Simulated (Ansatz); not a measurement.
Input for Ansatz (a quantum-chemistry and plane-wave program): R-B3LYP-D3(BJ)/def2-TZVP on F6S (SMILES F[S](F)(F)(F)(F)F).

Ansatz 0.2 input:
```yaml
crystal:
  periodic: [false, false, false]
  atoms:
    - {symbol: S, position_ang: [0.00000000, 0.00000000, 0.00000000]}
    - {symbol: F, position_ang: [1.56000000, 0.00000000, 0.00000000]}
    - {symbol: F, position_ang: [-1.56000000, 0.00000000, 0.00000000]}
    - {symbol: F, position_ang: [0.00000000, 1.56000000, 0.00000000]}
    - {symbol: F, position_ang: [0.00000000, -1.56000000, 0.00000000]}
    - {symbol: F, position_ang: [0.00000000, 0.00000000, 1.56000000]}
    - {symbol: F, position_ang: [0.00000000, 0.00000000, -1.56000000]}
basis:
  gaussian:
    orbitals: def2-TZVP
hamiltonian:
  xc: b3lyp
  dispersion: d3bj
relax: {f_tol: 0.004, max_steps: 120}
scf: {lower_state_search: off}
```

It printed:

```
WARN ansatz: RAYON_NUM_THREADS=4 ignored (pool sized by the plan → 4); use --threads N
Functional definition: B3LYP
these checks for a lower state are left out or cut short: stability, starts, cluster_reference, orbital_swaps, neighbouring_geometries, increment
integrals: 0.16 GiB planned
1207 factors; their error is unknown
mean field: 1.42 GiB planned
mean field evaluation 1: about -27134.2584 eV, gradient 8.1e1 eV
mean field evaluation 2: about -27119.7450 eV, gradient 1.4e2 eV
mean field evaluation 4: about -27142.7321 eV, gradient 2.1e0 eV
mean field evaluation 8: about -27142.7488 eV, gradient 3.3e-2 eV
mean field evaluation 16: about -27142.8077 eV, gradient 1.4e-5 eV
mean field -27142.80769072 eV, -997.4797845782 hartree, gradient 1.3e-6 eV, S^2 0.000000; 0 other end points of the search recorded, 0 dependent functions left out
the calculation of the forces begins
reference -27142.80784219 eV, -997.4797901444 hartree; 35, 35 occupied and 188, 188 virtual orbitals, 1207 factors
relax step   1: F+E_penalty+E_count = -27143.03174124 eV  Δ(F+E_penalty+E_count) = +0.000e0 eV  max|allowed force component| = 7.573e-1 eV/Å  Δτ_max = 0.0000 Å  (17 SCF iters, accepted)
these checks for a lower state are left out or cut short: stability, starts, cluster_reference, orbital_swaps, neighbouring_geometries, increment
integrals: 0.16 GiB planned
1207 factors; their error is unknown
mean field: 1.42 GiB planned
mean field -27142.83296711 eV, -997.4807134682 hartree, gradient 1.1e-6 eV, S^2 0.000000; 0 other end points of the search recorded, 0 dependent functions left out
the calculation of the forces begins
reference -27142.83311877 eV, -997.4807190417 hartree; 35, 35 occupied and 188, 188 virtual orbitals, 1207 factors
relax step   2: F+E_penalty+E_count = -27143.05667766 eV  Δ(F+E_penalty+E_count) = -2.494e-2 eV  max|allowed force component| = 4.661e-1 eV/Å  Δτ_max = 0.0068 Å  (20 SCF iters, accepted)
these checks for a lower state are left out or cut short: stability, starts, cluster_reference, orbital_swaps, neighbouring_geometries, increment
integrals: 0.16 GiB planned
1207 factors; their error is unknown
mean field: 1.41 GiB planned
mean field evaluation 32: about -27142.8495 eV, gradient 4.8e-5 eV
mean field -27142.84948180 eV, -997.4813203719 hartree, gradient 1.2e-6 eV, S^2 0.000000; 0 other end points of the search recorded, 0 dependent functions left out
the calculation of the forces begins
reference -27142.84963378 eV, -997.4813259571 hartree; 35, 35 occupied and 188, 188 virtual orbitals, 1207 factors
relax step   3: F+E_penalty+E_count = -27143.07263106 eV  Δ(F+E_penalty+E_count) = -1.595e-2 eV  max|allowed force component| = 2.012e-2 eV/Å  Δτ_max = 0.0111 Å  (20 SCF iters, accepted)
these checks for a lower state are left out or cut short: stability, starts, cluster_reference, orbital_swaps, neighbouring_geometries, increment
integrals: 0.16 GiB planned
1207 factors; their error is unknown
mean field: 1.41 GiB planned
mean field -27142.84953925 eV, -997.4813224831 hartree, gradient 1.2e-6 eV, S^2 0.000000; 0 other end points of the search recorded, 0 dependent functions left out
the calculation of the forces begins
reference -27142.84969124 eV, -997.4813280688 hartree; 35, 35 occupied and 188, 188 virtual orbitals, 1207 factors
relax step   4: F+E_penalty+E_count = -27143.07266233 eV  Δ(F+E_penalty+E_count) = -3.126e-5 eV  max|allowed force component| = 3.000e-4 eV/Å  Δτ_max = 0.0005 Å  (21 SCF iters, accepted)
Total energy: -27143.07281433 eV, -997.4895276909 hartree
Atom 0 at    -0.000000    -0.000000    -0.000000 Å, force    -0.000000    -0.000000    -0.000000 eV/Å
Atom 1 at     1.578377     0.000000     0.000000 Å, force     0.000300     0.000000    -0.000000 eV/Å
Atom 2 at    -1.578377     0.000000    -0.000000 Å, force    -0.000300     0.000000    -0.000000 eV/Å
Atom 3 at     0.000000     1.578377    -0.000000 Å, force     0.000000     0.000300     0.000000 eV/Å
Atom 4 at     0.000000    -1.578377    -0.000000 Å, force     0.000000    -0.000300    -0.000000 eV/Å
Atom 5 at    -0.000000     0.000000     1.578377 Å, force     0.000000     0.000000     0.000300 eV/Å
Atom 6 at    -0.000000     0.000000    -1.578377 Å, force    -0.000000     0.000000    -0.000300 eV/Å
Dipole moment:     0.000000    -0.000000    -0.000000 e Å
Checks for a lower state left out: stability, starts, cluster_reference, orbital_swaps, neighbouring_geometries, increment
```

The calculation finished and met its thresholds.

Cost: roughly 40 core-seconds.
